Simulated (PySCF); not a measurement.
Species: C₆H₉NO.
Z-matrix (Å and degrees, PBE0-D3(BJ)/def2-SVP geometry), rows numbered from 1:
```
C 
C   1  1.3420
C   2  1.4471  1  125.02
C   3  1.3474  2  122.88  1   179.63
N   4  1.3801  3  124.99  2   179.87
C   5  1.3806  4  122.83  3   179.13
C   6  1.5092  5  114.32  4   179.98
O   6  1.2101  5  122.00  4    -0.19
H   1  1.0945  2  121.30  3    -0.03
H   1  1.0920  2  121.48  3  -180.00
H   2  1.0969  1  118.95  3  -179.99
H   3  1.0972  2  117.41  1    -0.29
H   4  1.0934  3  122.37  2    -0.14
H   5  1.0127  4  118.45  3    -0.52
H   7  1.0955  6  108.64  5  -177.61
H   7  1.1011  6  111.07  5   -57.28
H   7  1.1013  6  110.71  5    62.52
```

Linear response at CAM-B3LYP/def2-SVPD (PySCF, frozen core in the response, non-relativistic).

Static isotropic polarisability: 100.59 au (14.91 Å³), principal values 56.3, 78.6, 166.8 au.

Problem. What is the polarisability at 1064 nm and at the sodium D line?

Solution. 102.71 au at 1064 nm (+2.1 %), 108.34 au at 589.3 nm (+7.7 %). The rise at 589.3 nm is 3.65 times that at 1064 nm; a pure ω² law gives 3.26. The lowest singlet lies at 245 nm, shorter than both wavelengths.

Problem. What is the isotropic C6 coefficient between two such molecules, C6 = (3/π)∫α(iω)² dω?

Solution. 3330 au (Eh·bohr⁶) by a ten-point quadrature over imaginary frequencies, which is 1990 eV·Å⁶ or 192 J·nm⁶/mol.

Problem. Which effective excitation energy ω̄ makes London's formula C6 = (3/4)α²ω̄ exact here?

Solution. ω̄ = 4·C6/(3α²) = 0.439 Eh = 11.9 eV. A one-pole form α(ω) = α/(1 − ω²/ω̄²) fitted to the 1064 nm value gives 8.1 eV. London's choice of the ionisation energy (7.93 eV, ΔSCF at the same level) gives C6 = 2210 au, 34 % too low.

Problem. What n − 1 at the D line would an ideal gas of it have at 273.15 K and 1 atm (2.6868 × 10¹⁹ cm⁻³), by n − 1 = 2π·N·α′?

Solution. 27.10 × 10⁻⁴, a formal value whether or not that pressure can be reached.

Problem. What molar refraction at the D line follows from R = (4π/3)·N_A·α′, with α′ the polarisability volume?

Solution. α′ = 16.05 Å³ gives R = 40.50 cm³/mol, for isolated, non-vibrating species.

Problem. How many electrons N does the Slater–Kirkwood formula C6 = (3/4)·√N·α^(3/2) need to give this C6?

Solution. N = (4·C6/3)²/α³ = 19.4; the species has 60 electrons in all.

Problem. How anisotropic is the static polarisability, by Δα² = ½[(α1 − α2)² + (α2 − α3)² + (α3 − α1)²]?

Solution. Δα = 101.2 au, or 1.01 of the isotropic value.

Problem. What three-body coefficient follows from the one-pole estimate C9 = (3/4)·α·C6?

Solution. 251000 au. This is an estimate from the two numbers above, not a computed integral.

Problem. The lowest 6 singlets have (eV, f): 5.05, 1.014; 5.43, 0.001; 5.59, 0.000; 6.28, 0.000; 6.45, 0.010; 6.58, 0.023. What share of the static polarisability do they carry in the sum over states α = Σ f/ω²?

Solution. 30.01 au, 29.8 % of α; the largest term, 29.41 au, is that of the state at 5.05 eV. Their oscillator strengths add up to 1.05. Higher states carry the rest.

Rough CPU time on one thread of a shared machine: about 80 s. This is the whole response run at CAM-B3LYP/def2-SVPD, SCF included.

One conformer stands for the species.
